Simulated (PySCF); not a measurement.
## Computed properties of CH₈AlNO₂Si, SMILES C[N]([SiH3])[Al]([OH])[OH]

CH8AlNO2Si, SMILES C[N]([SiH3])[Al]([OH])[OH]. Geometry optimised at PBE0-D3(BJ)/def2-SVP. The structure was generated by enumeration; whether it is a known compound was not checked. The values are those of a single conformer. All values are computed for the isolated molecule unless a solvent is named; none is compared with measurement here.

**Structure.** The optimised structure has Cs symmetry. All 36 harmonic modes at PBE0-D3(BJ)/def2-SVP (PySCF) are real, so it is a minimum. With heavy atoms numbered as in [SiH3:1][N:2]([CH3:3])[Al:4]([OH:5])[OH:6], the shortest bond between them is N2–C3 at 1.462 Å and the longest N2–Al4 at 1.788 Å.

**Vibrations.** The strongest infrared lines (harmonic, unscaled, degenerate partners summed) lie at 954 cm⁻¹ (286 km/mol, H 41 %, N 21 %, Al 20 %, O 12 %), 944 cm⁻¹ (216 km/mol, H 50 %, N 17 %, Si 14 %, Al 10 %), 960 cm⁻¹ (191 km/mol, H 38 %, Al 32 %, O 27 %). The softest mode is at 48 cm⁻¹ and the zero-point energy is 61.0 kcal/mol.

**Electronic structure.** CAM-B3LYP/def2-TZVP (PySCF) places the frontier levels at -8.43 and 0.47 eV, a gap of 8.90 eV, and gives a dipole moment of 0.25 D and a mean polarisability of 72.7 bohr³. PBE/def2-TZVP (PySCF) at the same geometry gives -5.76 and -1.27 eV, so its gap is 4.41 eV narrower. An orbital gap is neither the optical nor the fundamental gap.

**Excitations.** TDA-B3LYP/def2-SVPD (PySCF) has S1 at 4.98 eV (249 nm, f = 0.005, weak); the most intense of the 10 singlets computed lies at 7.09 eV (f = 0.14). T1 (TDA) is at 4.78 eV, 0.20 eV under S1. TDA-PBE/def2-SVPD (PySCF) puts S1 at 4.39 eV. No vertical singlet excitation falls in the visible range (under 3.1 eV).

**NMR.** GIAO shifts at PBE0/pcSseg-1 (PySCF) (non-relativistic, atoms alike by connectivity averaged): ¹³C at 36.6 ppm against TMS; ¹H from 1.5 to 4.8 ppm against TMS; ²⁹Si at -48.0 ppm against TMS.
